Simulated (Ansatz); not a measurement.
`[SiH3]B1CO1` + `O[BH][AlH2]` → `[AlH2][BH]O[SiH3]` + `B1CO1` at 500 K and 1 bar (cleavage of the Si–B bond).

Computed with Ansatz on PBE0-D4/def2-TZVP structures; ΔE is electronic, products minus reactants. CCSD(T)/CBS is the MP2 limit (def2-TZVPP, def2-QZVPP) plus CCSD(T) − MP2 in def2-TZVPP, frozen cores. One conformer a species, not always the lowest.

```json
{"species": "`[SiH3]B1CO1`", "CCSD(T)/CBS energy (Eh)": "-430.07962", "H − E (kJ/mol)": "193.0", "S (J/(mol·K))": "367.7"}
{"species": "`O[BH][AlH2]`", "CCSD(T)/CBS energy (Eh)": "-344.38728", "H − E (kJ/mol)": "139.8", "S (J/(mol·K))": "342.5"}
{"species": "`[AlH2][BH]O[SiH3]`", "CCSD(T)/CBS energy (Eh)": "-634.69802", "H − E (kJ/mol)": "193.7", "S (J/(mol·K))": "425.7"}
{"species": "`B1CO1`", "CCSD(T)/CBS energy (Eh)": "-139.80191", "H − E (kJ/mol)": "134.2", "S (J/(mol·K))": "278.3"}
```

H − E and S are ideal-gas, rigid-rotor, harmonic terms from PBE0-D4/def2-TZVP, for one conformer and one mirror image of each species. 1 Eh = 2625.50 kJ/mol, R = 8.31446 J/(mol·K).

Task: By hand: ΔE, ΔH, ΔS and ΔG.

Result: ΔE = (-634.69802) + (-139.80191) − (-430.07962) − (-344.38728) = -0.03303 Eh = -86.7 kJ/mol. Δ(H − E) = 193.7 + 134.2 − 193.0 − 139.8 = -4.9, so ΔH = -91.6 kJ/mol. ΔS = 425.7 + 278.3 − 367.7 − 342.5 = -6.2 J/(mol·K). ΔG = -91.6 − 500 × (-6.2)/1000 = -88.5 kJ/mol.

Task: By hand: the equilibrium constant, and the temperature at which ΔG would vanish if ΔH and ΔS stayed fixed.

Result: log₁₀ K = −ΔG/(RT ln 10) = 9.2. ΔG = 0 at ΔH/ΔS = 14774 K, far beyond where these terms or the molecules hold.

The number of gas molecules stays the same, so ΔS is small and ΔH decides. A doubt of 5 kJ/mol in ΔE shifts log₁₀ K by 0.5 here. Other conformers and mirror images would add mixing entropy, several J/(mol·K) or more a flexible species. These are equilibria of isolated gas molecules and say nothing of rates. Largest T1 diagnostic: 0.016 (customary marks: 0.02 for closed shells, 0.045 for open ones).
